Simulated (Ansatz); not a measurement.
Cost and result for the atomization energy of C2H6N2Si, SMILES `C=C1N[SiH]1N` (11 atoms, 11 bonds).

```tsv
atom	x (Å)	y (Å)	z (Å)
C1	-1.510	-1.535	0.488
C2	-0.742	-0.469	0.292
N3	-0.218	0.551	1.109
Si4	0.261	0.811	-0.498
N5	1.874	0.675	-0.979
H6	-1.771	-2.179	-0.342
H7	-1.894	-1.793	1.470
H8	-0.462	0.779	2.060
H9	-0.322	1.919	-1.283
H10	2.501	-0.036	-0.646
H11	2.281	1.278	-1.672
```

Total charge 0; spin multiplicity 1. Geometry: relaxed with PBE0-D4/def2-TZVP. It is one conformer, not always the lowest. Program: Ansatz. All runs use 4 threads of an Arm Neoverse V2 on a shared host. Times are those of one run each, without the atoms' runs, and a repeat can differ threefold. Electronic energies, without spin–orbit coupling; frozen cores. CCSD(T)/CBS adds CCSD(T) − MP2 in def2-TZVPP to the MP2 limit, and its time is that of the two runs behind it. T1 = 0.013. HSE06 is the plane-wave form, built on full-range PBE exchange.

CCSD(T)/CBS is a level of theory with its own doubt, some kJ/mol a heavy atom from the limit and from the frozen cores, so smaller differences don't rank the functionals.

```json
{"level": "LDA (SPW92)/def2-TZVPP", "functions": "250", "wall time": "1.3 s", "atomization (kcal/mol)": "1155.0", "difference from CCSD(T)/CBS": "160.0", "per bond": "14.5"}
{"level": "revPBE-D4/def2-TZVPP", "functions": "250", "wall time": "2.1 s", "atomization (kcal/mol)": "999.1", "difference from CCSD(T)/CBS": "4.1", "per bond": "0.4"}
{"level": "BLYP-D4/def2-TZVPP", "functions": "250", "wall time": "2.3 s", "atomization (kcal/mol)": "1004.6", "difference from CCSD(T)/CBS": "9.6", "per bond": "0.9"}
{"level": "PBE-D4/def2-TZVPP (with forces)", "functions": "250", "wall time": "2.5 s", "atomization (kcal/mol)": "1026.5", "difference from CCSD(T)/CBS": "31.5", "per bond": "2.9"}
{"level": "HSE06-D4/def2-TZVPP", "functions": "250", "wall time": "3.4 s", "atomization (kcal/mol)": "1003.1", "difference from CCSD(T)/CBS": "8.1", "per bond": "0.7"}
{"level": "CCSD(T)/def2-SVP", "functions": "104", "wall time": "4.7 s", "atomization (kcal/mol)": "921.2", "difference from CCSD(T)/CBS": "-73.8", "per bond": "-6.7"}
{"level": "r2SCAN-D4/def2-TZVPP (with forces)", "functions": "250", "wall time": "5 s", "atomization (kcal/mol)": "997.2", "difference from CCSD(T)/CBS": "2.2", "per bond": "0.2"}
{"level": "PBE-QIDH/def2-TZVPP", "functions": "250", "wall time": "6 s", "atomization (kcal/mol)": "988.0", "difference from CCSD(T)/CBS": "-7.0", "per bond": "-0.6"}
{"level": "B97M-V/def2-TZVPP", "functions": "250", "wall time": "8 s", "atomization (kcal/mol)": "1000.1", "difference from CCSD(T)/CBS": "5.1", "per bond": "0.5"}
{"level": "ωB97M-V/def2-TZVPP (with forces)", "functions": "250", "wall time": "11 s", "atomization (kcal/mol)": "1002.5", "difference from CCSD(T)/CBS": "7.5", "per bond": "0.7"}
{"level": "MP2/def2-QZVPP", "functions": "478", "wall time": "23 s", "atomization (kcal/mol)": "1000.7", "difference from CCSD(T)/CBS": "5.7", "per bond": "0.5"}
{"level": "CCSD(T)/def2-TZVPP", "functions": "250", "wall time": "2.3 min", "atomization (kcal/mol)": "962.1", "difference from CCSD(T)/CBS": "-32.9", "per bond": "-3.0"}
{"level": "CCSD(T)/CBS(def2)", "functions": "–", "wall time": "2.6 min", "atomization (kcal/mol)": "995.0", "difference from CCSD(T)/CBS": "0.0", "per bond": "0.0"}
```

At CCSD(T), def2-SVP lies −73.8 kcal/mol from the extrapolated value and def2-TZVPP −32.9 kcal/mol: correlation converges slowly with the basis, and small sets miss more of it in the bonded molecule than in its fragments. The D4 term adds +8.5 kcal/mol with B3LYP and +4.5 kcal/mol with PBE0; it sums over pairs of atoms, weighted by their polarisabilities, and B3LYP, whose exchange is more repulsive, gets the larger term. From PBE to PBE0 (25 % exact exchange), in def2-TZVPP and without D4, the atomization energy moves by −23.5 kcal/mol: exact exchange takes away binding that semilocal exchange gives to molecules.

B3LYP here is the variant with VWN-RPA as its local correlation; programs differ in this.
